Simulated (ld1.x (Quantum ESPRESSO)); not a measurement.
## Which change was made? (S, TM semilocal)

S, norm-conserving Troullier–Martins (semilocal form), made with ld1.x (Quantum ESPRESSO) 7.5 (BLYP, scalar-relativistic). Core [Ne], reference 3s2 3p4. Waves: 3s (bound): rc 1.10 bohr; 3d channel at 0.25 Ry: rc 1.60 bohr; 3p (bound): rc 1.60 bohr. Local part: the p channel. Core correction: Bessel-smoothed model core inside 1.10 bohr.

Cutoffs, loose and tight: the cutoffs (Ry, on a coarse ladder) from which the occupation-weighted sum of valence levels, in a spherical-Bessel basis at the reference potential, stays within 10 and 1 mRy of its value at 400 Ry. They do not see the model core or the augmentation charge, which bear on the density cutoff. Test errors are all-electron minus pseudo excitation energies from the reference, over the configurations 3s2 3p3; 3s2 3p2; 3s2 3p1; 3s2 3p4.3; 3s2 3p3.5; 3s2 3p0; 3s1 3p4; variants that change the core or the reference have their own tests.

The base gives: outcome: generated; cutoff, loose: 60 Ry; cutoff, tight: 140 Ry; bound ghosts: none; largest test error (meV): +242.

Task: After one change the result is: outcome: generated; cutoff, loose: 40 Ry; cutoff, tight: 55 Ry; bound ghosts: none; largest test error (meV): +120. Which change was it?
A. wave 3s (bound): rc 1.10 bohr becomes 3s (bound): rc 1.02 bohr
B. type ultrasoft, which also changes the form from semilocal to separable; waves now 3s (bound): rcut 0.95, rcutus 1.10 bohr; 3s channel at 0.15 Ry: rcut 0.95, rcutus 1.10 bohr; 3p (bound): rcut 1.40, rcutus 1.60 bohr; 3p channel at 0.75 Ry: rcut 1.40, rcutus 1.60 bohr; 3d channel at 0.25 Ry: rcut 1.40, rcutus 1.60 bohr; 3d channel at 1.5 Ry: rcut 1.40, rcutus 1.60 bohr; local potential all-electron potential smoothed inside 1.10 bohr (lloc = -2); augmentation built from norm-conserving waves at rcut, not smoothed further
C. all radii but the core radius scaled by about 1.39 (s 1.54, p 2.22, d 2.22 bohr)

Result: C. The others give: wave 3s (bound): rc 1.10 bohr becomes 3s (bound): rc 1.02 bohr → outcome: generated; cutoff, loose: 80 Ry; cutoff, tight: 230 Ry; bound ghosts: none; largest test error (meV): +281 | type ultrasoft, which also changes the form from semilocal to separable; waves now 3s (bound): rcut 0.95, rcutus 1.10 bohr; 3s channel at 0.15 Ry: rcut 0.95, rcutus 1.10 bohr; 3p (bound): rcut 1.40, rcutus 1.60 bohr; 3p channel at 0.75 Ry: rcut 1.40, rcutus 1.60 bohr; 3d channel at 0.25 Ry: rcut 1.40, rcutus 1.60 bohr; 3d channel at 1.5 Ry: rcut 1.40, rcutus 1.60 bohr; local potential all-electron potential smoothed inside 1.10 bohr (lloc = -2); augmentation built from norm-conserving waves at rcut, not smoothed further → outcome: failed: run_pseudo: Errors in PS-KS equation. In the semilocal form every listed channel keeps its own potential, so the choice of the local channel does not act on these tests. It acts once the file is put into the separable form.
